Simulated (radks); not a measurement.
The nuclear charge of neutral nickel is varied continuously with 28 electrons held in [Ar] 3d8 4s2. All-electron calculation, non-relativistic Kohn-Sham, PBEsol, spin-polarised, spherical densities, point nucleus; open shells are filled with parallel spins first. Program: a radial shooting solver on a logarithmic mesh with Libxc functionals. By the Hellmann-Feynman theorem dE/dZ = E(electron-nucleus)/Z, the electronic potential at the nucleus.

| Z | E (hartree) | E(electron-nucleus)/Z (hartree) | HOMO | e(HOMO) (eV) | <r> HOMO (bohr) |
|---|---|---|---|---|---|
| 27.75 | -1474.81409 | -126.966 | 4s | -3.408 | 3.064 |
| 28 | -1506.74643 | -128.492 | 4s | -5.372 | 2.878 |
| 28.25 | -1539.05939 | -130.011 | 4s | -7.530 | 2.726 |
| 28.5 | -1571.75175 | -131.527 | 4s | -9.867 | 2.596 |
| 28.75 | -1604.82248 | -133.038 | 4s | -12.373 | 2.483 |
| 29 | -1638.27072 | -134.547 | 4s | -15.039 | 2.384 |

The central difference of E at Z = 28 is -128.491 hartree, to compare with the third column; the second derivative is -6.09 hartree.
